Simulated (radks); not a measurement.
Coherent X-ray form factor from a spherical all-electron density. Method: scalar-relativistic Kohn-Sham, LDA (Slater exchange, Perdew-Wang correlation), spin-polarised, spherical densities, point nucleus; computed with a radial shooting solver on a logarithmic mesh with Libxc functionals.

| sin(theta)/lambda (1/angstrom) | f0 (electrons) |
|---|---|
| 0.05 | 70.000 |
| 0.1 | 67.445 |
| 0.15 | 64.175 |
| 0.2 | 60.741 |
| 0.25 | 57.326 |
| 0.3 | 53.980 |
| 0.4 | 47.672 |
| 0.5 | 42.135 |
| 0.6 | 37.420 |
| 0.8 | 29.958 |
| 1 | 24.481 |
| 1.25 | 19.849 |
| 1.5 | 16.962 |
| 2 | 13.413 |

The species is in the configuration that NIST lists as its ground one. Which atom or ion scatters so?

Answer. The hafnium ion Hf+, [Xe] 4f14 5d1 6s2. Extrapolating in s^2 from the first two rows gives f0(0) = 70.9, near the electron count 71; among species with that count, the fall with angle is slower the higher Z, and the table is that of Z = 72; from so few rows the species is fixed only to a neighbour or two.
